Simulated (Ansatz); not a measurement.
Energy profile

The step: CH₅B ([BH2][CH3]) + AsH₃ → BAsH₄ ([BH2][AsH2]) + CH₄; bonds formed: B1–As6, C2–H5; bonds broken: B1–C2, H5–As6 (atoms numbered as in the saddle structure below).

```xyz
11
angstrom
B 0.3031 -0.2346 -0.7992
C 0.8295 -0.5600 0.8552
H 1.1599 0.4275 -1.3035
H -0.0418 -1.2818 -1.2587
H -0.2566 0.1859 0.2615
As -1.4541 0.9935 -1.0586
H 1.6831 -1.1792 0.5807
H 0.1539 -1.1556 1.4703
H 1.1913 0.2990 1.4213
H -1.1527 2.1507 -0.1096
H -2.4155 0.3546 -0.0594
```

Electronic energies by CCSD(T) at an estimated basis limit (MP2 extrapolated from triple and quadruple zeta, plus CCSD(T) − MP2 in triple zeta), on PBE0-D4/def2-TZVP structures; CH₈AsB, closed shell; no counterpoise correction. Program: Ansatz 0.2.0. Basis: def2-TZVPP and def2-QZVPP. Cores are frozen in the correlated methods. Filled d shells of the heavier atoms are correlated. The def2 sets are not built for correlating such inner shells, so the correlated values are less sure here. Extrapolation: Hartree–Fock as exp(−7.88 √X), correlation as X^−2.97.

Q: Give the profile in kJ/mol, counted from the separated reactants. (An estimate is asked for; the value comes from the calculation.)

A: Computed:
```csv
point,kJ/mol
"separated: CH₅B (linked as [BH2][CH3]; B1, C2, H3, H4, H7, H8, H9; singlet) + AsH₃ (H5, As6, H10, H11; singlet)",0.0
start structure,-3.4
saddle,59.6
end structure,-32.4
"separated: BAsH₄ (linked as [BH2][AsH2]; B1, H3, H4, As6, H10, H11; singlet) + CH₄ (C2, H5, H7, H8, H9; singlet)",-27.3
```

The T1 diagnostic stays at or below 0.014. The start structure is not quite a true minimum (one mode of 81i cm⁻¹).

For scale, one of the runs: CCSD(T)/def2-TZVPP, 222 basis functions, launched by `ansatz run in.yaml --threads 4 --pin off --events-out ev --progress --plain --max-ram 9574MiB`. Hardware: 4 CPU threads of an Arm Neoverse V2, shared host. Wall time 81 s; peak host memory 3.5 GiB.
